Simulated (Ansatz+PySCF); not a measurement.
The numbers below are computed, except where a source is named.
Input for PySCF 2.14.0:

```python
from pyscf import gto, scf, cc

mol = gto.M(atom="""
Be 0.000000 0.000000 0.000000
P 0.000000 0.000000 3.248000
""", basis='6-31g', charge=0, spin=1)
mf = scf.UHF(mol)
mf.kernel()
mycc = cc.CCSD(mf, frozen=6).run()
et = mycc.ccsd_t()
print(mf.e_tot, mycc.e_corr, et, mycc.e_tot + et)
```

The script is written out from the run's settings.

The run gave:

```json
{"Converged": "yes", "Reference energy": "-355.16999 hartree", "CCSD correlation energy": "-0.08060 hartree", "Triples correction": "-0.00176 hartree", "Total energy": "-355.25235 hartree", "Spin squared of the determinant": "0.761"}
```

This is not the lowest solution: another run reaches a determinant 1.17 eV lower. Caution: bonds are stretched, where a single reference can fail; another spin multiplicity may lie lower.
